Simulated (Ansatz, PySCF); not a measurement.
Gas-phase reaction R1 + R2 → P1 + P2, each structure at its B3LYP-D3(BJ)/def2-TZVP stationary point, reached from a drawn start (curvature not checked).
P1: CH4 (SMILES C), charge 0, multiplicity 1.
R1: H2O (SMILES O), charge 0, multiplicity 1.
P2: H6OSi2 (SMILES [SiH3]O[SiH3]), charge 0, multiplicity 1.
R2: CH8Si2 (SMILES [SiH3]C[SiH3]), charge 0, multiplicity 1.

P less R. No zero-point or thermal terms.

Frozen-core correlation throughout. CBS(a, b) extrapolates the correlation energy as X⁻³ and adds the Hartree–Fock energy of set b.

The values were computed with Ansatz (Gaussian orbitals); PySCF for the D3/D4 terms. No computed number here is a measurement.

PBE/def2-TZVPP gives -41.37 kcal/mol for the reaction energy.

**Question.** How do the other levels lie against it? Give each less PBE: PBE-D3(BJ)/def2-TZVPP, r2SCAN/def2-TZVPP, B3LYP/def2-TZVPP, wB97M-V/def2-TZVPP, B2PLYP/def2-TZVPP, MP2/CBS(cc-pV(T+d)Z, cc-pV(Q+d)Z), CCSD(T)/CBS(cc-pV(T+d)Z, cc-pV(Q+d)Z).

**Answer.** PBE-D3(BJ)/def2-TZVPP 1.07; r2SCAN/def2-TZVPP -4.86; B3LYP/def2-TZVPP -7.83; wB97M-V/def2-TZVPP -4.37; B2PLYP/def2-TZVPP -7.62; MP2/CBS(cc-pV(T+d)Z, cc-pV(Q+d)Z) -5.69; CCSD(T)/CBS(cc-pV(T+d)Z, cc-pV(Q+d)Z) -5.42 kcal/mol. 1 of 7 lie above PBE; the widest gap is to B3LYP/def2-TZVPP.

Ansatz is a program for electronic structure.
